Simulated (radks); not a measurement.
Values are calculated unless marked as measured or tabulated.
The mean radii <r> (bohr) of the occupied orbitals of an atom or ion are listed with their occupations. Level of theory: scalar-relativistic Kohn-Sham, r2SCAN, spin-unpolarised, spherical densities, finite nucleus; meta-GGA in the generalised Kohn-Sham scheme; Fermi nuclear charge, rms radius of each element as measured or else 0.836 A^(1/3) + 0.57 fm (a radial shooting solver on a logarithmic mesh with Libxc functionals).

| orbital | occ. | <r> |
|---|---|---|
| 1s | 2 | 0.02458 |
| 2s | 2 | 0.1052 |
| 2p | 6 | 0.09237 |
| 3s | 2 | 0.2780 |
| 3p | 6 | 0.2761 |
| 3d | 10 | 0.2533 |
| 4s | 2 | 0.6321 |
| 4p | 6 | 0.6656 |
| 4d | 10 | 0.7200 |
| 5s | 1 | 1.312 |

Name the element and its charge.

Answer. Z = 58, cerium, charge +11: Ce11+ in [Kr] 4d10 5s1. The 1s radius gives Z: for a bare nucleus <r> = (2 gamma + 1)/(2Z) with gamma = sqrt(1 - (Z/c)^2), 0.02424 bohr for Z = 58, and screening makes it slightly larger (0.02458 here). The occupations add up to 47, and the charge is Z minus that.
